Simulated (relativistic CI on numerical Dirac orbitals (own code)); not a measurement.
Gd: calculation against measurement

Computed by Dirac-Coulomb-Breit CI, orbitals from a KLI potential per configuration, a model potential for QED, valence Slater integrals scaled by 0.85, P86 correlation energy added to each configuration (own radial code, finite nucleus).

Configurations in the expansion (outside the closed core [Xe] 6s2): 4f7.5d, 4f8, 4f7.6p, 4f7.7p, 4f7.8s, 4f7.7s. The list is cut by size and lacks configurations that can hold low levels.

| Configuration | Term (tabulated) | J | Measured (cm⁻¹) | Computed | Error | Purity (%) |
| --- | --- | --- | --- | --- | --- | --- |
| 4f7.5d | 9D° | 2 | 0.0 | 0 | 0 | 97 |
| 4f7.5d | 9D° | 3 | 215.1 | 200 | -15 | 96 |
| 4f7.5d | 9D° | 4 | 533.0 | 492 | -41 | 96 |
| 4f7.5d | 9D° | 5 | 999.1 | 910 | -89 | 96 |
| 4f7.5d | 9D° | 6 | 1719.1 | 1519 | -200 | 97 |
| 4f7.5d | 7D° † | 5 | 6976.5 | 8948 | 1972 | 95 |
| 4f7.5d | 7D° † | 4 | 7234.9 | 9030 | 1795 | 95 |
| 4f7.5d | 7D° | 3 | 7426.7 | 9152 | 1725 | 95 |
| 4f7.5d | 7D° | 2 | 7562.5 | 9260 | 1697 | 96 |
| 4f7.5d | 7D° | 1 | 7653.9 | 9342 | 1688 | 97 |
| 4f8 | 7F | 6 | 10947.2 | 27356 | 16409 | 96 |
| 4f8 | 7F | 5 | 12520.0 | 29020 | 16500 | 97 |
| 4f7.6p | 9P | 3 | 13433.9 | 14130 | 696 | 85 |
| 4f8 | 7F | 4 | 13506.1 | 30037 | 16531 | 95 |
| 4f7.6p | 9P | 4 | 13926.3 | 14457 | 530 | 63 |
| 4f8 | 7F | 3 | 14253.9 | 30825 | 16571 | 95 |
| 4f8 | 7F | 2 | 14778.0 | 31379 | 16601 | 94 |
| 4f8 | 7F | 1 | 15121.2 | 31744 | 16623 | 94 |
| 4f8 | 7F | 0 | 15289.0 | 31922 | 16633 | 94 |
| 4f7.6p | 9P | 5 | 15665.4 | 16256 | 590 | 97 |

Measured levels from NIST Handbook of Basic Atomic Spectroscopic Data (Sansonetti and Martin, J. Phys. Chem. Ref. Data 34, 1559 (2005)); pairs were made by configuration, J and term (by order where the table uses no LS term), so strongly mixed levels may be paired wrongly.

Mean error by configuration (cm⁻¹): 4f7.5d 681; 4f8 16553; 4f7.6p 606. Over the excited levels the mean absolute error is 7244 cm⁻¹ (19 of the 70 excited levels that our extract of the source holds in range could be paired, and the others can miss by more), and the median relative error of those above 1,000 cm⁻¹ is 66 %. † marks terms whose computed intervals miss the measured ones by more than a factor of 2.5, or configurations far off the rest, from wrong mixing, a near crossing or a doubtful label or measurement; they are left out of the means.
